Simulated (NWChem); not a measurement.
System: BiHOCl2; SMILES [OH][Bi]([Cl])[Cl]

The following NWChem deck was run.

```
start job
memory heap 200 mb stack 900 mb global 1100 mb
geometry units angstroms noautoz
  Bi    -0.335215     0.191767     0.000000
  Cl     1.282209    -0.017470    -1.854464
  Cl     1.282209    -0.017470     1.854464
  O     -1.047669    -1.749126     0.000000
  H     -0.344540    -2.413696     0.000000
end
basis spherical
  * library def2-svp
end
ecp
  Bi library def2-ecp
end
dft
  xc hfexch
  iterations 150
  mulliken
end
task dft energy
```

The geometry was optimised at PBE0/def2-SVP. def2 effective core potentials on Bi; no spin-orbit coupling.

Problem. What results follow from this input? (Hartree-Fock/def2-SVP with def2 effective core potentials on Bi.) Quantities: basis functions; energy (Ha); highest occupied level (eV); orbital gap (eV); dipole (D).

Solution. 
| Property | Value |
|---|---|
| number of basis functions | 81 |
| energy (Ha) | -1207.72 |
| highest occupied level (eV) | -11.29 |
| orbital gap (eV) | 12.54 |
| dipole (D) | 3.28 |
